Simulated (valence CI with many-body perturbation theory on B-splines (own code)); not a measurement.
**Hf57+: key properties**

Method: relativistic CI+MBPT: five valence electrons over a frozen Dirac-Fock core [Ne], a basis of 9 s, 9 p, 8 d, 6 f, 3 g, 1 h functions for each j, with the one-electron correlation potential Σ1, the two-electron term Σ2, the three-electron term Σ3, Breit, model QED; selected CI, second order for the rest (own B-spline code, finite nucleus).

The last digits are not significant, and no measured levels were compared; by estimate large intervals hold to a few tenths of a per cent, small ones and those within an open d or f shell to about a per cent. Among the levels kept, up to 550 cm⁻¹ of a level comes from second order outside the variational space, and about a tenth of that is noise between levels of different J, which matters for small intervals.

Levels are named by their leading jj configuration (3d3/2^4 stands for four electrons in 3d with j = 3/2), which in mixed levels can hold well under half, so a name can repeat and another be missing.

Rates and lifetimes use the calculated energies. Strong lines usually hold to 10 to 20 %, long lifetimes can be off by a factor of two.

(1) What is the ground level?

(2) Among levels below 843.66 eV, which E1 lines absorb most strongly from the ground level?

(3) What is the ionisation energy?

(4) Name the longest-lived excited levels whose lifetime is computed, and their main decay.

(5) What are the static dipole polarisabilities of the lowest levels?

Results:

(1) (3s^2 3p1/2^2 3p3/2) J=3/2, composition 48 % 3s2 3p3 2P° + 27 % 3s2 3p3 2D° + 25 % 3s2 3p3 4S°, g = 1.344.

(2) to (3s^2 3p1/2 3p3/2 3d3/2) J=3/2 at 2.183 nm, f = 0.343; to (3s^2 3p1/2 3p3/2 3d3/2) J=5/2 at 2.222 nm, f = 0.287; to (3s^2 3p1/2 3p3/2 3d3/2) J=1/2 at 2.185 nm, f = 0.121.

(3) 5716.4 eV; NIST lists 5713 ± 6 eV (theoretical).

(4) (3s^2 3p1/2 3p3/2 3d5/2) J=9/2 at 601.74 eV lives 236 ns, mostly by M1 to (3s^2 3p1/2 3p3/2 3d3/2) J=7/2; (3s^2 3p1/2 3p3/2^2) J=5/2 at 309.60 eV lives 13.8 ns, mostly by M1 to (3s^2 3p1/2^2 3p3/2) J=3/2; (3s^2 3p1/2 3p3/2^2) J=1/2 at 324.41 eV lives 6.45 ns, mostly by M1 to (3s^2 3p1/2^2 3p3/2) J=3/2.

(5) (3s^2 3p1/2^2 3p3/2) J=3/2 0.00317 (tensor 0.00024) bohr³, of which the core gives 5.06e-05.
